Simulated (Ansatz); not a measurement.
Total energies of `FC(F)(F)/C=C/c1ccc(/C=C/c2ccc(/C=C/c3ccc(C(F)(F)F)cc3)cc2)cc1` from Ansatz at PBE-D4/def2-TZVP, gas phase (1 Eh = 27.2114 eV = 2625.5 kJ/mol). The reference geometry is relaxed at PBE-D4/def2-SVP.

```csv
state,geometry,energy (Eh)
charge 0 singlet,reference,-1599.51412
charge 1 doublet,reference,-1599.26335
charge -1 doublet,reference,-1599.58543
free F atom (doublet),–,-99.66912
free C atom (triplet),–,-37.79597
free H atom (doublet),–,-0.49962
```

Single mean-field runs in def2-TZVP are fitted with def2-universal-jkfit.

(1) Work out the vertical ionisation energy to the doublet.

(2) Work out the vertical electron affinity, to the doublet.

(3) Give the fundamental gap IE − EA, the Mulliken electronegativity (IE + EA)/2 and the hardness (IE − EA)/2.

(4) What is the binding energy per atom against free atoms?

(1) E(charge 1 doublet) − E(charge 0 singlet) = -1599.26335 − (-1599.51412) = 0.25077 Eh = 6.82 eV. For comparison, −ε of the highest occupied level is 5.27 eV at this level, 1.55 eV less.

(2) E(charge 0 singlet) − E(charge -1 doublet) = -1599.51412 − (-1599.58543) = 0.07131 Eh = 1.94 eV. The basis lacks diffuse functions, which makes affinities too small.

(3) From the values in Eh: IE − EA = 0.25077 − 0.07131 = 0.17946 Eh = 4.88 eV; (IE + EA)/2 = 4.38 eV; (IE − EA)/2 = 2.44 eV. The HOMO–LUMO gap of the same run is 1.92 eV, 2.96 eV smaller than the fundamental gap.

(4) Atoms: 6 × (-99.66912) + 26 × (-37.79597) + 18 × (-0.49962) = -1589.70310 Eh. Binding: -1589.70310 − (-1599.51412) = 9.81102 Eh = 266.97 eV, or 5.34 eV for each of 50 atoms (no zero-point energy, no counterpoise term).
